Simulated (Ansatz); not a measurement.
Consider the substitution at a C–B bond: `F[SiH2]BC[SiH3]` + H–F → `FC[SiH3]` + `B[SiH2]F`.

Isolated molecules relaxed with PBE0-D4/def2-TZVP in Ansatz; ΔE leaves out vibrations. CBS: MP2 limit from def2 TZ/QZ plus the TZ coupled-cluster correction, frozen cores. This one scheme is used for every species. DFT in def2-TZVPP. One conformer a species, not always the lowest.

`F[SiH2]BC[SiH3]`:

Z-matrix (Å, degrees):
```
Si
B 1 2.010
F 1 1.609 2 113.1
H 1 1.491 2 112.3 3 -121.3
H 1 1.493 2 109.3 3 119.4
C 2 1.531 1 120.4 3 161.7
H 2 1.200 1 120.6 3 -16.0
Si 6 1.904 2 104.3 1 -97.1
H 6 1.095 2 115.1 1 150.5
H 6 1.094 2 116.9 1 18.5
H 8 1.485 6 108.2 2 172.0
H 8 1.486 6 111.1 2 52.6
H 8 1.484 6 110.2 2 -68.3
```

H–F:

Z-matrix (Å, degrees):
```
F
H 1 0.920
```

`FC[SiH3]`:

Z-matrix (Å, degrees):
```
C
Si 1 1.895
F 1 1.391 2 110.4
H 1 1.095 2 111.2 3 120.0
H 1 1.095 2 111.2 3 -120.0
H 2 1.484 1 110.0 3 60.5
H 2 1.484 1 110.0 3 -60.5
H 2 1.488 1 107.8 3 180.0
```

`B[SiH2]F`:

```xyz
7

B     1.066   -0.489    0.274
Si   -0.704    0.324   -0.183
F    -0.744    1.001   -1.639
H     2.012   -0.485   -0.454
H     1.185   -1.013    1.343
H    -1.050    1.382    0.808
H    -1.766   -0.720   -0.149
```

Q: Is it downhill or uphill in electronic energy at CCSD(T)/CBS, and by how much? (Estimate.)

A: Ansatz gave: Uphill: ΔE = +147.2 kJ/mol.

Q: What do these levels give: ωB97M-V, B2PLYP, PBE0, MP2/def2-TZVPP, HF/def2-QZVPP, HF/CBS(def2)? (Estimate.)

A: Ansatz gave: ωB97M-V 137.3, B2PLYP 131.3, PBE0 138.7, MP2/def2-TZVPP 157.1, HF/def2-QZVPP 104.2, HF/CBS(def2) 104.2 kJ/mol.

Largest T1 diagnostic among the species: 0.012.

The D4 term adds +12.6 kJ/mol with B3LYP and +7.1 kJ/mol with PBE0; it sums over pairs of atoms, weighted by their polarisabilities, and B3LYP, whose exchange is more repulsive, gets the larger term. From PBE to PBE0 (25 % exact exchange), in def2-TZVPP and without D4, ΔE moves by +3.7 kJ/mol.

B3LYP here is the variant with VWN-RPA as its local correlation; programs differ in this.
